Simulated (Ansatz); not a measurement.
Geometry optimisation, Ansatz 0.2.0, RHF/def2-SVP.

input.yaml

```yaml
crystal:
  periodic: [false, false, false]
  atoms:
    - { symbol: C, position_ang: [-1.2965, 0.5539, -0.5639] }
    - { symbol: C, position_ang: [-0.0549, 0.048, 0.0285] }
    - { symbol: C, position_ang: [-0.1734, -1.4478, 0.3121] }
    - { symbol: Cl, position_ang: [-1.148, -1.7367, 1.707] }
    - { symbol: Si, position_ang: [1.4084, 0.4184, -1.1169] }
    - { symbol: Ga, position_ang: [0.7398, 0.6871, 1.8886] }
    - { symbol: H, position_ang: [-1.5412, 0.1045, -1.5406] }
    - { symbol: H, position_ang: [-2.156, 0.4501, 0.1119] }
    - { symbol: H, position_ang: [-1.2475, 1.71, -0.699] }
    - { symbol: H, position_ang: [-0.5106, -2.0041, -0.5377] }
    - { symbol: H, position_ang: [0.8505, -1.8455, 0.6193] }
    - { symbol: H, position_ang: [2.6556, -0.1239, -0.5008] }
    - { symbol: H, position_ang: [1.5035, 1.9084, -1.2571] }
    - { symbol: H, position_ang: [0.9572, 1.2483, 1.5775] }
basis:
  gaussian: { orbitals: def2-SVP }
hamiltonian:
  xc: hf
relax:
  f_tol: 0.015
  max_steps: 40
```

Command:

```bash
$ ansatz run input.yaml --threads 2 --pin off --max-ram 3072MiB --backend cpu --events-out ev --progress --plain --runs-dir out
```

Task: Where does it end, and by what steps?

Result: The forces met the threshold. After 22 steps the energy has fallen by 35.695 eV; H14 moved furthest, 1.98 Å. The start is strongly strained (largest force component 119 eV/Å), so its close contacts needn't be bonds. Parted: Ga6–H14. Joined: Si5–H14.

```
step  energy less start (eV)  largest force component (eV/Å)  accepted
   0                  0.0000                         118.812       yes
   1                -25.4986                          23.780       yes
   2                -29.4847                          11.592       yes
   3                -31.6295                           3.992       yes
   4                -32.7031                           1.534       yes
   5                -33.4009                           1.470       yes
   6                -34.0273                           1.634       yes
   7                -34.5748                           1.859       yes
   8                -34.9853                           2.378       yes
   9                -35.2034                           1.539       yes
  10                -35.4808                           0.441       yes
  11                -35.5724                           0.301       yes
  12                -35.6023                           0.151       yes
  13                -35.6112                           0.090       yes
  14                -35.6206                           0.083       yes
  15                -35.6317                           0.286       yes
  16                -35.6442                           0.314       yes
  17                -35.6565                           0.447       yes
  18                -35.6822                           0.123       yes
  19                -35.6923                           0.068       yes
  20                -35.6943                           0.047       yes
  21                -35.6948                           0.023       yes
  22                -35.6950                           0.010       yes
```

```xyz
14
Properties=species:S:1:pos:R:3
C -1.296 0.726 -0.276
C -0.056 0.023 0.325
C -0.126 -1.475 0.123
Cl -1.321 -2.263 1.296
Si 1.543 0.737 -0.371
Ga -0.201 0.414 2.423
H -1.375 0.573 -1.359
H -2.226 0.350 0.160
H -1.276 1.807 -0.110
H -0.485 -1.780 -0.858
H 0.810 -1.988 0.327
H 2.718 0.051 0.231
H 1.653 0.612 -1.851
H 1.624 2.183 -0.030
```

Whether the end is a true minimum wasn't checked by a vibrational analysis.

Run time: 2.5 min on 2 threads of Intel(R) Xeon(R) Platinum 8259CL CPU @ 2.50GHz (Skylake/Cascade Lake) (shared host), peak memory 0.5 GiB.
